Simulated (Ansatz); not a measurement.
Ansatz (a program for electronic structure) input (B3LYP-D3(BJ)/def2-TZVP):

Ansatz 0.2 input:
```yaml
crystal:
  periodic: [false, false, false]
  atoms:
    - {symbol: Be, position_ang: [-0.14778763, -0.63929015, -0.29704336]}
    - {symbol: Cl, position_ang: [1.26428509, 0.61733916, -0.97187861]}
    - {symbol: Cl, position_ang: [-1.14591103, 0.04034600, 1.30592369]}
basis:
  gaussian:
    orbitals: def2-TZVP
hamiltonian:
  xc: b3lyp
  dispersion: d3bj
total_charge: -1
magnetization: {spin_polarized: true, initial_magnetization: 1}
relax: {f_tol: 0.002, max_steps: 150}
```

End of the output:

```
the calculation of the forces begins
reference -25452.50806714 eV, -935.3624191378 hartree; 20, 19 occupied and 73, 74 virtual orbitals, 667 factors
relax step   6: F+E_penalty+E_count = -25452.62840641 eV  Δ(F+E_penalty+E_count) = -1.253e-5 eV  max|allowed force component| = 1.434e-4 eV/Å  Δτ_max = 0.0016 Å  (21 SCF iters, accepted)
integrals: 0.02 GiB planned
667 factors; their error is unknown
mean field: 0.34 GiB planned
mean field evaluation 64: about -25452.5078 eV, gradient 3.7e-3 eV
mean field -25452.50784904 eV, -935.3624111228 hartree, gradient 5.4e-5 eV, S^2 0.751090; 1 other end points of the search recorded, 0 dependent functions left out
the calculation of the forces begins
reference -25452.50806714 eV, -935.3624191378 hartree; 20, 19 occupied and 73, 74 virtual orbitals, 667 factors
Total energy: -25452.62862451 eV, -935.3668495394 hartree
Atom 0 at    -0.129758    -0.555154    -0.256761 Å, force     0.000030     0.000143     0.000069 eV/Å
Atom 1 at     1.264613     0.577491    -1.000861 Å, force     0.000069    -0.000051    -0.000114 eV/Å
Atom 2 at    -1.164268    -0.003942     1.294624 Å, force    -0.000100    -0.000092     0.000045 eV/Å
Dipole moment:     0.104451     0.488748     0.234318 e Å
```
